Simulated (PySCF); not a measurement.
**Computed spin Hamiltonian**

Species: C₅H₅N₂ (doublet state).
Geometry (GFN2-xTB, Å), atoms numbered from 1 in this order:
```xyz
12
C5H5N2 angstrom
C     -0.3733    1.5013   -0.2630
C     -0.2494    0.1060   -0.6095
C     -1.1917   -0.9149    0.0680
N     -0.0763   -1.3947    0.8897
C      0.7633   -0.5899    0.3470
C      2.1207   -0.3465    0.5501
N      3.2425   -0.1100    0.6349
H     -0.9537    1.7987    0.5902
H      0.3179    2.2122   -0.6759
H     -0.0156   -0.0811   -1.6592
H     -1.9868   -0.4842    0.6742
H     -1.5964   -1.6976   -0.5725
```

The hyperfine couplings belong to this conformer and change with its torsions.

As a line formula: `[CH2][C@@H]1CN=C1C#N` [radical].

Computed with UKS B3LYP, pcH-1 on C H N, non-relativistic, mean-field spin-orbit, GIAO in PySCF 2.14.0. Isolated species at its GFN2-xTB geometry (one conformer only). Couplings are sensitive to structure, and on GFN2-xTB geometries they can be far from those on DFT ones. Stability of the SCF solution: not tested.

```
g1, g2, g3                      : 2.00205, 2.00277, 2.00288
g_iso                           : 2.00257
Form of g                       : close to axial: the two nearest values differ by 14 % of g3 − g1
⟨S²⟩                            : 0.7552 (exact 0.7500)
HOMO–LUMO gap, α and β orbitals : 4.01, 5.13 eV
Total energy                    : -302.91667 Eh
```

Hyperfine couplings atom by atom, in 10⁻⁴ cm⁻¹; T1 to T3 are the principal values of the dipolar part (1 × 10⁻⁴ cm⁻¹ = 2.998 MHz):

```tsv
atom	isotope	a_iso	T1	T2	T3	Mulliken spin population
C1	13C	31.5	-25.9	-25.6	51.5	1.02
C2	13C	-11.5	-1.1	-0.1	1.2	-0.09
C3	13C	8.0	-0.7	-0.3	1.0	0.01
N4	14N	0.7	-1.3	-0.7	2.0	0.04
C5	13C	39.6	-3.9	-2.9	6.8	0.07
C6	13C	0.3	-0.7	0.2	0.5	0.00
N7	14N	0.2	-0.4	-0.1	0.6	0.01
H8	1H	-19.2	-12.3	-0.2	12.5	-0.04
H9	1H	-19.6	-12.3	-0.3	12.6	-0.04
H10	1H	20.1	-1.6	-1.3	2.9	0.02
H11	1H	-0.3	-1.2	-0.6	1.8	0.00
H12	1H	3.1	-0.6	-0.5	1.1	0.00
```

The largest Mulliken spin populations are on C1 (+1.02), C2 (-0.09) and C5 (+0.07). C1 is the only atom above +0.15. The angles at C1 add up to 357.9°, so it is nearly planar; its axial dipolar tensor and the negative couplings of its protons fit spin in a p orbital normal to that plane.

Axes: g3 points within 15° of the C1–H8 bond.

Under fast tumbling the dipolar parts average out, and these isotropic splittings remain: 1 × 1H (H10, I = 1/2, 2 lines) with 2.15 mT, 2 × 1H (H8/H9, I = 1/2, 3 lines) with 2.07 mT, 1 × 1H (H12, I = 1/2, 2 lines) with 0.33 mT, 1 × 14N (N4, I = 1, 3 lines) with 0.08 mT and 1 × 1H (H11, I = 1/2, 2 lines) with 0.03 mT.

Means are taken over nuclei equivalent by connectivity, which assumes that they swap fast.

The 13C coupling of C5 (118.7 MHz) shows only in satellite lines or after enrichment, since that isotope makes up about 1.07 % of natural carbon.

Hardware: one thread of an Arm Neoverse N1, no GPU, shared host with 64 logical CPUs at a one-minute load of 60. Cost: 73 s wall (grids of density and orbitals included), 0.82 GiB resident at most.
